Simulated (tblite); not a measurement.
Record of a relaxation.

C₃H₁₁BN₂Si.
SMILES with atom numbers: `[SiH3:1][NH:2][B:3]1[CH2:4][CH2:5][CH2:6][NH:7]1` (hydrogens: H8, H9, H10 on Si1; H11 on N2; H12, H13 on C4; H14, H15 on C5; H16, H17 on C6; H18 on N7)

Computed with GFN2-xTB (tblite), gas phase: L-BFGS steps from a force-field or distance-geometry start until the largest atomic force falls under 0.01 eV/Å. 6 of its 160 geometries are shown.

Step 0: E = -567.8228 eV, largest atomic force 2.330 eV/Å
```
atom  x, y, z in Å  |  force x, y, z in eV/Å
Si1     3.031   -0.021   -0.133    0.801   0.248   0.283
N2      1.484   -0.703    0.218   -0.815   0.890  -0.389
B3      0.280   -0.199   -0.442   -0.659   0.783   1.399
C4     -1.038   -1.095   -0.597    0.903  -1.366   1.657
C5     -2.099   -0.123   -0.142   -1.529  -0.309  -0.972
C6     -1.669    1.116   -0.928   -1.111   0.270   1.612
N7     -0.292    1.230   -0.502    1.839  -0.354   1.004
H8      4.025   -0.484    0.862   -0.315  -0.108  -0.005
H9      3.079    1.453   -0.068   -0.236  -0.195  -0.045
H10     3.553   -0.447   -1.441   -0.187  -0.033  -0.058
H11     1.391   -1.460    0.903    0.045   0.428  -0.888
H12    -1.021   -1.915    0.180    0.067   0.135  -1.216
H13    -1.186   -1.466   -1.603   -0.316  -0.269   0.049
H14    -3.114   -0.458   -0.455    0.363   0.161   0.580
H15    -2.025    0.052    0.954   -0.275  -0.104  -0.755
H16    -2.291    1.970   -0.555    0.624  -0.208  -0.807
H17    -1.793    0.918   -1.994    0.198   0.352   0.100
H18    -0.322    1.637    0.469    0.606  -0.319  -1.550
```

Step 32: E = -569.3298 eV, largest atomic force 0.202 eV/Å
```
atom  x, y, z in Å  |  force x, y, z in eV/Å
Si1     3.058    0.068   -0.099    0.009   0.013   0.040
N2      1.514   -0.660    0.180    0.031   0.052  -0.038
B3      0.189   -0.240   -0.134    0.038  -0.106  -0.035
C4     -1.081   -1.187   -0.343   -0.009  -0.070  -0.013
C5     -2.246   -0.197   -0.231   -0.035  -0.015   0.027
C6     -1.668    1.136   -0.720    0.097  -0.005   0.014
N7     -0.257    1.055   -0.392    0.182   0.069   0.054
H8      3.992   -0.434    0.920   -0.107   0.015   0.009
H9      2.902    1.524    0.008    0.026  -0.100  -0.053
H10     3.596   -0.329   -1.415   -0.063   0.103   0.038
H11     1.564   -1.636    0.436    0.019   0.020  -0.026
H12    -1.213   -2.042    0.318    0.018   0.030   0.087
H13    -1.046   -1.586   -1.360   -0.020  -0.033  -0.023
H14    -3.123   -0.508   -0.796   -0.020   0.073  -0.057
H15    -2.538   -0.093    0.814    0.009  -0.025   0.071
H16    -2.132    1.997   -0.227   -0.045  -0.017  -0.079
H17    -1.801    1.230   -1.807   -0.031   0.088  -0.001
H18     0.281    1.907   -0.429   -0.099  -0.092  -0.015
```

Step 64: E = -569.3636 eV, largest atomic force 0.036 eV/Å
```
atom  x, y, z in Å  |  force x, y, z in eV/Å
Si1     3.041    0.108   -0.082    0.009   0.018   0.008
N2      1.534   -0.727    0.039   -0.010  -0.020   0.014
B3      0.196   -0.306   -0.189   -0.025   0.004  -0.025
C4     -1.117   -1.217   -0.281   -0.016  -0.008   0.000
C5     -2.252   -0.179   -0.242    0.000   0.013   0.001
C6     -1.626    1.143   -0.713    0.002   0.014  -0.003
N7     -0.214    1.003   -0.424    0.008   0.028  -0.005
H8      3.909   -0.418    0.977   -0.002  -0.009  -0.006
H9      2.813    1.542    0.098   -0.008   0.009   0.017
H10     3.661   -0.121   -1.395    0.003  -0.003  -0.003
H11     1.626   -1.715    0.221   -0.006  -0.015   0.003
H12    -1.245   -1.961    0.505    0.013  -0.001  -0.023
H13    -1.137   -1.754   -1.233   -0.002  -0.004   0.027
H14    -3.105   -0.455   -0.862    0.013  -0.010   0.017
H15    -2.603   -0.061    0.784    0.016  -0.015   0.010
H16    -2.055    2.007   -0.192    0.002  -0.019  -0.013
H17    -1.786    1.286   -1.792   -0.001   0.011  -0.003
H18     0.352    1.831   -0.497    0.004   0.009  -0.015
```

Step 95: E = -569.3722 eV, largest atomic force 0.024 eV/Å
```
atom  x, y, z in Å  |  force x, y, z in eV/Å
Si1     3.028    0.122   -0.009   -0.004   0.004  -0.005
N2      1.534   -0.744   -0.029    0.014   0.010  -0.008
B3      0.201   -0.318   -0.274    0.013  -0.014   0.015
C4     -1.123   -1.216   -0.283    0.002   0.009  -0.003
C5     -2.232   -0.157   -0.174    0.009   0.009  -0.003
C6     -1.630    1.125   -0.766    0.012  -0.003  -0.012
N7     -0.203    0.986   -0.556    0.000  -0.020   0.013
H8      3.885   -0.554    0.970    0.002   0.001  -0.005
H9      2.775    1.510    0.383   -0.003  -0.003   0.010
H10     3.675    0.102   -1.330   -0.010   0.003  -0.007
H11     1.625   -1.736    0.133   -0.014   0.002   0.007
H12    -1.209   -1.960    0.509   -0.005   0.003   0.004
H13    -1.213   -1.753   -1.230   -0.002   0.000   0.001
H14    -3.150   -0.444   -0.687    0.003   0.012   0.015
H15    -2.463    0.013    0.879   -0.006  -0.013  -0.017
H16    -2.018    2.025   -0.275   -0.006  -0.005  -0.001
H17    -1.856    1.203   -1.840   -0.005   0.004  -0.006
H18     0.365    1.803   -0.697   -0.001   0.002   0.001
```

Step 127: E = -569.3806 eV, largest atomic force 0.052 eV/Å
```
atom  x, y, z in Å  |  force x, y, z in eV/Å
Si1     2.973    0.159    0.020    0.023   0.045   0.010
N2      1.531   -0.791    0.022    0.016   0.016  -0.004
B3      0.204   -0.369   -0.255   -0.012   0.007   0.018
C4     -1.147   -1.223   -0.237    0.010  -0.037  -0.003
C5     -2.216   -0.121   -0.177    0.001  -0.042  -0.001
C6     -1.577    1.099   -0.849    0.008  -0.006   0.007
N7     -0.159    0.929   -0.609    0.010   0.007  -0.008
H8      4.017   -0.694    0.587    0.009  -0.028   0.006
H9      2.781    1.365    0.835    0.008  -0.014   0.006
H10     3.329    0.573   -1.344    0.001  -0.005  -0.022
H11     1.641   -1.764    0.260   -0.028   0.004  -0.006
H12    -1.267   -1.934    0.580   -0.002   0.000  -0.009
H13    -1.249   -1.787   -1.168   -0.006  -0.011   0.020
H14    -3.152   -0.404   -0.658   -0.022   0.001  -0.003
H15    -2.423    0.115    0.868   -0.017   0.013   0.002
H16    -1.946    2.039   -0.426    0.005   0.003  -0.020
H17    -1.788    1.102   -1.929   -0.011   0.022   0.001
H18     0.440    1.714   -0.797    0.007   0.024   0.005
```

Step 159: E = -569.3850 eV, largest atomic force 0.009 eV/Å
```
atom  x, y, z in Å  |  force x, y, z in eV/Å
Si1     2.994    0.153    0.014    0.000  -0.002   0.001
N2      1.529   -0.761    0.055    0.002   0.000  -0.002
B3      0.201   -0.342   -0.221    0.000  -0.002  -0.001
C4     -1.139   -1.216   -0.199   -0.004  -0.001  -0.002
C5     -2.231   -0.133   -0.213   -0.002  -0.001   0.000
C6     -1.585    1.093   -0.875    0.001   0.000  -0.001
N7     -0.172    0.947   -0.596    0.002  -0.002   0.002
H8      4.053   -0.798    0.359    0.003   0.001  -0.001
H9      2.945    1.254    0.985    0.003   0.007   0.004
H10     3.213    0.715   -1.326   -0.001  -0.003  -0.001
H11     1.621   -1.728    0.325   -0.003  -0.001  -0.001
H12    -1.265   -1.889    0.648    0.001   0.001   0.003
H13    -1.211   -1.828   -1.101    0.004  -0.001  -0.004
H14    -3.135   -0.442   -0.737   -0.003  -0.003   0.001
H15    -2.500    0.118    0.814   -0.002   0.002   0.001
H16    -1.979    2.031   -0.468    0.001   0.002   0.000
H17    -1.767    1.092   -1.960   -0.005   0.002  -0.001
H18     0.419    1.740   -0.780    0.004   0.002   0.001
```

Q: Summarise the path.

A: The energy falls by 1.5621 eV from step 0 to step 159; nine tenths of that is first reached at step 19. It rises by more than 0.2 meV at steps 128 and 131. The largest force goes from 2.330 to 0.009 eV/Å. Among the bonds B3–N7 changes most, from 1.541 to 1.394 Å; the atoms move by 0.632 Å rms after alignment.

What follows is the cost of the whole relaxation. Hardware: Arm Neoverse N1, one thread, no GPU, on a shared host. Cost: 1.8 s wall.
